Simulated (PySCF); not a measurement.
**Static response to an electric field**

Species: C3H7ClOSi2.
Cartesian coordinates in Å at the GFN2-xTB level; atoms count from 1:
```
atom  x, y, z in Å
C1    -2.158    0.372    0.604
C2    -1.086    0.129   -0.129
Si3   -0.673   -0.808   -1.736
O4     0.895   -0.305   -1.478
Si5    0.765    0.573   -0.068
C6     1.866   -0.127    1.298
Cl7    1.215    2.493   -0.453
H8    -3.133   -0.009    0.333
H9    -2.120    0.963    1.508
H10   -1.155   -0.221   -2.975
H11   -0.702   -2.259   -1.654
H12    1.817    0.494    2.186
H13    2.902   -0.161    0.973
H14    1.567   -1.133    1.570
```

Level: wB97X-D/def2-SVPD (PySCF), static field, nuclei fixed, core orbitals frozen in the response. The polarisability tensor in these axes (au):

```
x   104.75   4.73  -0.30
y     4.73  93.86   5.80
z    -0.30   5.80  96.25
```

Task: What are the eigenvalues, a third of the trace, and Δα (Δα² = ½Σ(αi − αj)² over the three pairs)?

Result: Principal values 88.20, 99.78 and 106.88 au; mean 98.29 au = 14.56 Å³ = 16.21 × 10⁻⁴⁰ C²·m²/J; Δα = 16.33 au (17 % of the mean).

Task: What is the dipole moment, and where does it point?

Result: (-1.50, -1.16, 1.56) D, 2.46 D in size, pointing from the negative to the positive side. Measured along this direction, the outermost atoms are Cl7 at the negative end and H8 at the positive end.

Task: What molar refraction does this α imply?

Result: Lorentz–Lorenz: R = (4π/3)N_A α = 2.5225 cm³/(mol·Å³) × 14.56 Å³ = 36.7 cm³/mol, in the limit of long wavelengths.

Task: Traceless (Buckingham) quadrupole moment about the centre of nuclear charge: eigenvalues?

Result: -5.03, -1.10, 6.12 D·Å. The values depend on the origin, since the dipole doesn't vanish. The electronic extent ⟨r²⟩ about the same centre is 1293 bohr², a root-mean-square distance of 2.15 Å for the 78 electrons.

Task: Find the Langevin capture rate constant for O2+ (31.990 u) meeting this molecule (149.972 u), k = 2.342 × 10⁻⁹ cm³/s × √(α in Å³ / reduced mass in u).

Result: The reduced mass is 26.37 u, so k = 1.74 × 10⁻⁹ cm³/s. The formula leaves out the permanent dipole, which adds to the capture rate.

Task: Give the principal axes and the span of the nuclei along them.

Result: Largest value along (0.89, 0.41, 0.20), where the nuclei span 5.43 Å; middle along (-0.39, 0.46, 0.79), 4.56 Å; least along (-0.23, 0.78, -0.57), 4.09 Å. The response follows the extents in order.

Task: Rayleigh depolarisation ratio (linearly polarised light, static tensor)?

Result: ρ = 3Δα²/(45ᾱ² + 4Δα²) = 800.0/(434725 + 1066.7) = 0.00184.

Isolated species at its GFN2-xTB geometry, gas phase.
